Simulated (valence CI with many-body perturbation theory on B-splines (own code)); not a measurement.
**Level structure of Tb34+**

Calculated by configuration interaction combined with many-body perturbation theory (CI+MBPT): three valence electrons over a frozen Dirac-Fock core [Ar] 3d10, a basis of 11 s, 11 p, 10 d, 8 f, 5 g, 2 h functions for each j, with the one-electron correlation potential Σ1, the two-electron term Σ2, the three-electron term Σ3, Breit, model QED; selected CI, second order for the rest, scaled by the run's own slope (own B-spline code, finite nucleus).

No measured spectrum was set against this ion. As an estimate, large intervals hold to a few tenths of a per cent, small ones and those within an open d or f shell to about a per cent.

Levels 1 to 45 of 184, with energies above the lowest level, (4s^2 4p1/2) J=1/2. "Leading %" is the weight of the configuration and term that name the level; weights of strongly mixed levels are sums over their largest components and can fall short, so below about 35 % the name and the second component can differ from the true leading terms, or belong to a minority configuration. In the jj column 3d3/2^4 stands for four electrons in 3d with j = 3/2. Lifetimes count E1, E2, E3, M1 and M2 decay at the calculated energies, and are blank where another channel may lead or the interval is too uncertain; long ones can be off by a factor of two.

| No. | Configuration | Term | J | E (cm⁻¹) | Leading % | Leading jj | Lifetime | g |
| --- | --- | --- | --- | --- | --- | --- | --- | --- |
| 1 | 4s2 4p | 2P° | 1/2 | 0 | 99 | 4s^2 4p1/2 (99 %) |  | 0.661 |
| 2 | 4s2 4p | 2P° | 3/2 | 393690 | 99 | 4s^2 4p3/2 (99 %) | 1.79 μs | 1.331 |
| 3 | 4s 4p2 | 4P | 1/2 | 601450 | 65 | 4s 4p1/2^2 (95 %) | 65.4 ps | 2.295 |
| 4 | 4s 4p2 | 4P | 3/2 | 915440 | 93 | 4s 4p1/2 4p3/2 (99 %) | 512 ps | 1.675 |
| 5 | 4s 4p2 | 2D | 5/2 | 968630 | 53 | 4s 4p1/2 4p3/2 (96 %) | 123 ps | 1.383 |
| 6 | 4s 4p2 | 2D | 3/2 | 1047200 | 69 | 4s 4p1/2 4p3/2 (93 %) | 7.04 ps | 0.949 |
| 7 | 4s 4p2 | 2P | 1/2 | 1071100 | 71 | 4s 4p1/2 4p3/2 (93 %) | 3.23 ps | 1.192 |
| 8 | 4s 4p2 | 4P | 5/2 | 1330200 | 51 | 4s 4p3/2^2 (90 %) | 102 ps | 1.403 |
| 9 | 4s2 4d | 2D | 3/2 | 1415200 | 70 | 4s^2 4d3/2 (70 %) | 2.00 ps | 0.951 |
| 10 | 4s 4p2 | 2S | 1/2 | 1465300 | 69 | 4s 4p3/2^2 (97 %) | 4.76 ps | 1.840 |
| 11 | 4s 4p2 | 2P | 3/2 | 1506500 | 46 | 4s 4p3/2^2 (73 %) | 1.94 ps | 1.080 |
| 12 | 4s2 4d | 2D | 5/2 | 1531600 | 89 | 4s^2 4d5/2 (89 %) | 2.88 ps | 1.206 |
| 13 | 4p3 | 2P° | 3/2 | 1660300 | 43 | 4p1/2^2 4p3/2 (94 %) | 6.23 ps | 1.333 |
| 14 | 4s 4p 4d | 4F° | 3/2 | 1904600 | 80 | 4s 4p1/2 4d3/2 (96 %) | 31.3 ps | 0.516 |
| 15 | 4s 4p 4d | 4F° | 5/2 | 1937200 | 44 | 4s 4p1/2 4d3/2 (81 %) | 94.7 ps | 1.075 |
| 16 | 4p3 | 4S° | 3/2 | 1991700 | 48 | 4p1/2 4p3/2^2 (76 %) | 3.48 ps | 1.389 |
| 17 | 4p3 | 2D° | 5/2 | 2008300 | 46 | 4p1/2 4p3/2^2 (46 %) | 7.95 ps | 1.161 |
| 18 | 4s 4p 4d | 4D° | 1/2 | 2032600 | 67 | 4s 4p1/2 4d3/2 (95 %) | 1.59 ps | 0.369 |
| 19 | 4s 4p 4d | 4D° | 3/2 | 2037400 | 46 | 4s 4p1/2 4d3/2 (66 %) | 1.97 ps | 1.334 |
| 20 | 4s 4p 4d | 4P° | 5/2 | 2057800 | 46 | 4s 4p1/2 4d5/2 (80 %) | 3.54 ps | 1.418 |
| 21 | 4s 4p 4d | 4F° | 7/2 | 2064300 | 58 | 4s 4p1/2 4d5/2 (91 %) | 8.10 ps | 1.255 |
| 22 | 4p3 | 2P° | 1/2 | 2093800 | 93 | 4p1/2 4p3/2^2 (93 %) | 3.62 ps | 0.661 |
| 23 | 4s 4p 4d | 2F° | 5/2 | 2148800 | 67 | 4s 4p1/2 4d5/2 (66 %) | 3.72 ps | 0.968 |
| 24 | 4s 4p 4d | 2P° | 3/2 | 2179800 | 37 | 4s 4p1/2 4d5/2 (56 %) | 1.87 ps | 1.055 |
| 25 | 4s 4p 4d | 4D° | 3/2 | 2353100 | 37 | 4s 4p3/2 4d3/2 (90 %) | 2.27 ps | 1.342 |
| 26 | 4s 4p 4d | 4D° | 5/2 | 2355000 | 54 | 4s 4p3/2 4d3/2 (92 %) | 1.91 ps | 1.269 |
| 27 | 4s 4p 4d | 4P° | 1/2 | 2356200 | 88 | 4s 4p3/2 4d3/2 (98 %) | 2.31 ps | 2.347 |
| 28 | 4s 4p 4d | 4D° | 7/2 | 2367300 | 46 | 4s 4p3/2 4d3/2 (68 %) | 2.29 ps | 1.307 |
| 29 | 4s 4p 4d | 4F° | 9/2 | 2367500 | 100 | 4s 4p3/2 4d5/2 (100 %) | 2.24 μs | 1.331 |
| 30 | 4p3 | 2P° | 3/2 | 2399300 | 26 | 4p3/2^3 (48 %) | 4.66 ps | 1.357 |
| 31 | 4s 4p 4d | 2D° | 3/2 | 2437400 | 65 | 4s 4p3/2 4d3/2 (66 %) | 1.61 ps | 0.965 |
| 32 | 4s 4p 4d | 2D° | 5/2 | 2445700 | 48 | 4s 4p3/2 4d5/2 (97 %) | 3.99 ps | 1.338 |
| 33 | 4s 4p 4d | 2F° | 5/2 | 2460500 | 59 | 4s 4p3/2 4d3/2 (69 %) | 2.16 ps | 0.906 |
| 34 | 4s 4p 4d | 2F° | 7/2 | 2497000 | 48 | 4s 4p3/2 4d5/2 (67 %) | 2.67 ps | 1.226 |
| 35 | 4s 4p 4d | 2F° | 7/2 | 2501400 | 90 | 4s 4p3/2 4d5/2 (82 %) | 6.77 ps | 1.144 |
| 36 | 4s 4p 4d | 2P° | 1/2 | 2509500 | 77 | 4s 4p3/2 4d3/2 (85 %) | 1.35 ps | 0.596 |
| 37 | 4s 4p 4d | 2P° | 1/2 | 2574400 | 90 | 4s 4p3/2 4d5/2 (85 %) | 2.48 ps | 0.677 |
| 38 | 4s 4p 4d | 2D° | 5/2 | 2598000 | 67 | 4s 4p3/2 4d5/2 (63 %) | 1.42 ps | 1.118 |
| 39 | 4s 4p 4d | 2P° | 3/2 | 2598900 | 82 | 4s 4p3/2 4d5/2 (95 %) | 1.93 ps | 1.306 |
| 40 | 4s 4p 4d | 2P° | 3/2 | 2621700 | 22 | 4p3/2^3 (36 %) | 1.22 ps | 1.110 |
| 41 | 4p2 4d | 4F | 3/2 | 2626200 | 40 | 4p1/2^2 4d3/2 (97 %) | 10.1 ps | 0.753 |
| 42 | 4s2 4f | 2F° | 5/2 | 2674500 | 57 | 4s^2 4f5/2 (57 %) | 1.48 ps | 0.890 |
| 43 | 4s2 4f | 2F° | 7/2 | 2676400 | 72 | 4s^2 4f7/2 (72 %) | 1.85 ps | 1.149 |
| 44 | 4p2 4d | 2D | 5/2 | 2739300 | 25 | 4p1/2^2 4d5/2 (92 %) | 5.73 ps | 1.187 |
| 45 | 4p2 4d | 2F | 5/2 | 2949200 | 51 | 4p1/2 4p3/2 4d3/2 (91 %) | 9.33 ps | 0.937 |

Where two levels of one J and parity lie close, their mixing, g and order are uncertain.

The ionisation energy to 4s2 1S_0 of the next ion comes out as 1444.4 eV (NIST: 1443 ± 5 eV (theoretical)). All 184 levels together are meant to be complete up to 4620600 cm⁻¹.
